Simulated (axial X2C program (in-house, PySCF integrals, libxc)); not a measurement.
**Potential curves of VH⁺, two-component**

Computed with an in-house relativistic program for diatomic molecules. Two-component (2c) means X2C with spin–orbit coupling and atomic mean-field two-electron Coulomb and Gaunt terms. Basis: V dyall-cv3z [10s10p6d4f2g], H dyall-v3z [6s2p1d] (cores contracted in-house); Gaussian nuclei, density fitting, unrestricted open shells. Masses: V 50.944 u, H 1.008 u.

State: Ω = 1/2 (⟨Sz⟩ = -1.50, ⟨Lz⟩ = 2.00 at PBE0). Energies in eV from the lowest point of each curve. Fits are polynomials in 1 − R0/R over 0.85 to 1.23 times the lowest point R0.

```
 R (Å)    PBE0    CCSD     MP2     PBE
1.4190  0.3604          0.4585  0.3450
1.4842  0.1578  0.2312  0.2208  0.1495
1.5331  0.0656  0.1134  0.1050  0.0612
1.5821  0.0152  0.0395  0.0335  0.0136
1.6310  0.0000  0.0031  0.0000  0.0000
1.6881  0.0186  0.0000  0.0009  0.0191
1.7452  0.0689  0.0318  0.0378  0.0683
1.8186  0.1694  0.1131  0.1282  0.1653
1.9083  0.3310          0.2931  0.3202
2.0387  0.6091          0.6371  0.5854
```

Correlated methods: 5 electrons correlated (number of frozen shells: V 3 s, 2 p; H none), 213 virtual spin orbitals or spinors in MP2.

Occupations by symmetry block were frozen at the best pattern of an incomplete PBE0 search. Density functionals use the spin component along the axis (collinear). CCSD ran in a truncated set of natural virtual spinors with an MP2 remainder; without triples it tends to underbind. PBE0 can misorder states that lie within some tenths of an eV, so this need not be the ground state of the molecule. The nearest other 2c determinant of the search, Ω = 7/2, lies 0.04 eV up at the distance of the search. Without a current term, density functionals place determinants with orbital angular momentum somewhat too high. With several unpaired electrons one determinant need not be a pure state. The outer-core s and p shells of the metal are frozen in the correlated rows, which leaves out core–valence correlation; for alkali and alkaline-earth bonds that tends to lengthen them. Coupled cluster ran on the points near the minimum only. MP2 and coupled cluster on one determinant become unreliable at the stretched end.

(1) What are Re and ωe at the PBE0 level?

(2) What are Re and ωe at the CCSD level?

(3) What are Re and ωe at the MP2 level?

(4) What are Re and ωe at the PBE level?

Results:

(1) At PBE0, 2c: Re = 1.631 Å, ωe ≈ 1830 cm⁻¹; Be follows as 6.42 cm⁻¹.

(2) At CCSD, 2c: Re = 1.664 Å, ωe ≈ 1790 cm⁻¹; Be follows as 6.16 cm⁻¹.

(3) At MP2, 2c: Re = 1.658 Å, ωe ≈ 1830 cm⁻¹; Be follows as 6.21 cm⁻¹.

(4) At PBE, 2c: Re = 1.629 Å, ωe ≈ 1800 cm⁻¹; Be follows as 6.43 cm⁻¹.
